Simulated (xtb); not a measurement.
C₃H₇NSi₂, SMILES C=C1N=C[SiH2][SiH2]1. All values are semi-empirical tight-binding results from xtb (GFN2-xTB unless named), good for trends rather than for accurate numbers. Geometry: GFN2-xTB. This is a generated structure with no PubChem entry under its InChIKey; it may be hypothetical.

```
Quantity                                         Result
----------------------------------------  -------------
point group as xtb finds it                          Cs
orbital gap                                     1.80 eV
dipole moment                                    1.81 D
zero-point energy                         52.7 kcal/mol
G − E(el) at 298.15 K (modified RRHO)     33.0 kcal/mol
static polarisability (D4 model)             95.2 bohr³
solvation energy, GFN2-xTB/ALPB(water)    -1.6 kcal/mol
solvation energy, GFN2-xTB/ALPB(toluene)  -3.4 kcal/mol
```
